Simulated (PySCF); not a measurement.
C₂H₆OSi, SMILES `C[C@@H]1O[SiH2]1`, neutral singlet in the gas phase. 

Cartesian coordinates (Å):
```xyz
10

C     -1.2876    -0.5386     0.0408
C     -0.1192     0.3031     0.4728
O      0.2862     1.3375    -0.5337
Si     1.5359     0.2688    -0.2733
H     -1.1145    -1.0004    -0.9323
H     -1.4661    -1.3325     0.7698
H     -2.1934     0.0698    -0.0300
H     -0.2403     0.7595     1.4539
H      1.8618    -0.6590    -1.3731
H      2.7372     0.7918     0.4051
```
Charge 0, multiplicity 1.

All levels are single points at this geometry (B3LYP-D3(BJ)/def2-TZVP); Pople sets use spherical d functions. Orbital energies aren't observables, and empty levels follow the basis.

HF/3-21G in PySCF gives gap (eV) = 13.38.

### Question
Estimate the gap (eV) from each of these levels: B3LYP-D3(BJ)/def2-TZVP in PySCF; B3LYP/6-311+G** in PySCF; B3LYP/6-31G* in PySCF; HF/6-31G* in PySCF; HF/STO-3G in PySCF.

### Answer

```csv
level,gap (eV)
B3LYP-D3(BJ)/def2-TZVP in PySCF,6.46
B3LYP/6-311+G** in PySCF,6.35
B3LYP/6-31G* in PySCF,6.64
HF/6-31G* in PySCF,13.15
HF/STO-3G in PySCF,17.22
```
